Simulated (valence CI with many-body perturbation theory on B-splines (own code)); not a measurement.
**Ce XXVII in brief**

Level of theory: valence CI with perturbative core correlation (CI+MBPT): four valence electrons over a frozen Dirac-Fock core [Ar] 3d10, radial functions for each j: 11 s, 11 p, 10 d, 8 f, 5 g, 2 h, with the one-electron correlation potential Σ1 (screened to all orders), the two-electron term Σ2, the three-electron term Σ3, Breit, model QED; selected single and double excitations, second order for the rest, scaled by the run's own slope (own B-spline code, finite nucleus).

No measured spectrum was set against this ion. As an estimate, large intervals hold to a few tenths of a per cent, small ones and those within an open d or f shell to about a per cent. Among the levels kept, up to 510 cm⁻¹ of a level comes from second order outside the variational space, and about a tenth of that is noise between levels of different J, which matters for small intervals.

Levels are named by their leading jj configuration (3d3/2^4 stands for four electrons in 3d with j = 3/2), which in mixed levels can hold well under half, so a name can repeat and another be missing.

Rates and lifetimes use the calculated energies. Strong lines usually hold to 10 to 20 %, long lifetimes can be off by a factor of two.

**Question.** What is the ground level?

**Answer.** (4s^2 4p1/2^2) J=0, composition 75 % 4s2 4p2 3P + 24 % 4s2 4p2 1S.

**Question.** Among levels below 325.14 eV, which E1 lines absorb most strongly from the ground level?

**Answer.** to (4s^2 4p1/2 4d3/2) J=1 at 9.246 nm, f = 1.51; to (4s 4p1/2^2 4p3/2) J=1 at 13.80 nm, f = 0.422; to (4s 4p1/2 4p3/2^2) J=1 at 10.34 nm, f = 0.176.

**Question.** What is the ionisation energy?

**Answer.** 926.06 eV; NIST lists 924 ± 4 eV (theoretical).

**Question.** How well does LS coupling describe the low levels?

**Answer.** Among the lowest 20 levels the leading LS term, summed over configurations, holds 66 % on average. For single configurations the figures are 62 % in LS and 84 % in jj coupling. Terms mix most in the J = 2 level at 133.64 eV, where the leading one holds 41 %.

**Question.** Name the longest-lived excited levels whose lifetime is computed, and their main decay.

**Answer.** (4s^2 4p1/2 4p3/2) J=2 at 24.99 eV lives 1.26 ms, mostly by E2 to (4s^2 4p1/2^2) J=0; (4s^2 4p3/2 4d5/2) J=4 at 151.82 eV lives 14.2 μs, mostly by M1 to (4s^2 4p1/2 4d5/2) J=3; (4s^2 4p1/2 4p3/2) J=1 at 22.15 eV lives 13.0 μs, mostly by M1 to (4s^2 4p1/2^2) J=0.

**Question.** Where does the other parity begin?

**Answer.** At (4s 4p1/2^2 4p3/2) J=2, 79.79 eV.
